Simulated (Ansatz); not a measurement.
Species: fluoro(trimethyl)silane, C₃H₉FSi (charge 0, singlet). 
Coordinates optimised at B3LYP-D3(BJ)/def2-TZVP (Ansatz, a quantum-chemistry and plane-wave program):
SMILES: C[Si](C)(C)F
```xyz
14

C     -0.9203     1.3841    -0.8266
Si     0.0050     0.0086     0.0273
C      1.6628    -0.2998    -0.7689
C     -1.0136    -1.5509     0.1162
F      0.2838     0.4885     1.5487
H     -1.1390     1.1182    -1.8639
H     -1.8692     1.5902    -0.3271
H     -0.3362     2.3067    -0.8340
H      2.2181    -1.0743    -0.2357
H      1.5403    -0.6284    -1.8040
H      2.2715     0.6068    -0.7757
H     -1.2358    -1.9261    -0.8860
H     -1.9634    -1.3728     0.6247
H     -0.4838    -2.3373     0.6578
```

Total electronic energies in hartree. Cores are frozen in the correlated levels unless marked. Spin-orbit coupling is left out. No relativistic terms. CBS marks a two-point X^-3 extrapolation of the correlation energy; Hartree-Fock from the larger set.

```
level                                 program  energy (Eh)
------------------------------------  -------  -----------
RI-HF/cc-pV(Q+d)Z                      Ansatz   -507.44650
SVWN5/def2-TZVPD                       Ansatz   -506.34224
PBE0/6-31G*                            Ansatz   -508.78512
r2SCANh/def2-TZVPD                     Ansatz   -509.12907
MP2/cc-pV(D+d)Z                        Ansatz   -508.05637
MP2/cc-pV(T+d)Z                        Ansatz   -508.33803
MP2/cc-pVTZ                            Ansatz   -508.33250
CCSD/STO-3G                            Ansatz   -501.45560
CCSD(T)/CBS(cc-pV(T+d)Z,cc-pV(Q+d)Z)   Ansatz    -508.5486
```

Totals of different functionals don't rank their quality; only differences between species are comparable.
